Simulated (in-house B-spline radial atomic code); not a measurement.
A fraction x of an electron is removed from 2p in Si5+, starting from [He] 2s2 2p5 and keeping the highest spin. All numbers are computed (scalar-relativistic (X2C) BLYP, spin-polarised, spherical fractional occupations; Fermi nucleus of rms radius 3.1224 fm) with a radial B-spline atomic code at the basis-set limit, not measured.

```json
{"x": "0", "E(x) - E(0) (eV)": "0.0000", "2p down level (eV)": "-186.150"}
{"x": "0.04", "E(x) - E(0) (eV)": "7.4770", "2p down level (eV)": "-187.699"}
{"x": "0.21", "E(x) - E(0) (eV)": "39.9475", "2p down level (eV)": "-194.317"}
{"x": "0.36", "E(x) - E(0) (eV)": "69.5361", "2p down level (eV)": "-200.204"}
{"x": "0.46", "E(x) - E(0) (eV)": "89.7538", "2p down level (eV)": "-204.153"}
{"x": "0.5", "E(x) - E(0) (eV)": "97.9516", "2p down level (eV)": "-205.737"}
{"x": "0.53", "E(x) - E(0) (eV)": "104.1415", "2p down level (eV)": "-206.928"}
{"x": "0.66", "E(x) - E(0) (eV)": "131.3782", "2p down level (eV)": "-212.104"}
{"x": "0.87", "E(x) - E(0) (eV)": "176.8030", "2p down level (eV)": "-220.525"}
{"x": "0.9", "E(x) - E(0) (eV)": "183.4369", "2p down level (eV)": "-221.734"}
{"x": "1", "E(x) - E(0) (eV)": "205.8122", "2p down level (eV)": "-225.774"}
```

The exact functional would give a straight line between the two integer points. Deviations E(x) - E(0) - x[E(1) - E(0)], in eV: -0.755 at x = 0.04, -3.273 at x = 0.21, -4.556 at x = 0.36, -4.92 at x = 0.46, -4.954 at x = 0.5, -4.939 at x = 0.53, -4.458 at x = 0.66, -2.254 at x = 0.87, -1.794 at x = 0.9.

The curve lies below the straight line by up to 4.954 eV (at x = 0.5): convex, the delocalisation error that favours fractional charges.

Question: How well does Slater's transition state (minus the level at half occupation) give the ionisation energy?

Answer: It gives 205.737 eV against 205.812 eV from the two total energies; NIST lists 205.28 eV, ground level to ground level.
